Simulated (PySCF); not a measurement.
C3H10ClNSi, SMILES Cl[Si@H]([C@H](N)C)C.

Coordinates come from a PBE0-D3(BJ)/def2-SVP optimisation. The structure was generated by enumeration; whether it is a known compound was not checked. One conformer was computed; it need not be the lowest.

Level of theory: TDA-PBE/def2-SVPD (PySCF).

Vertical excitations. The molecule is in vacuum.

| state | energy (eV) | λ (nm) | f | main pairs |
|---|---|---|---|---|
| S1 | 5.22 | 237 | 0.027 | HOMO→LUMO 99 % |
| S2 | 5.58 | 222 | 0.002 | HOMO→LUMO+1 99 % |
| S3 | 5.97 | 208 | 0.003 | HOMO→LUMO+2 99 % |
| S4 | 6.37 | 195 | 0.009 | HOMO→LUMO+3 98 % |
| S5 | 6.53 | 190 | 0.001 | HOMO−1→LUMO 87 % |
| S6 | 6.57 | 189 | 0.020 | HOMO→LUMO+4 83 % |
| T1 | 5.06 | 245 | 0 | HOMO→LUMO 99 % |
| T2 | 5.46 | 227 | 0 | HOMO→LUMO+1 99 % |
Triplets are in the Tamm–Dancoff approximation.
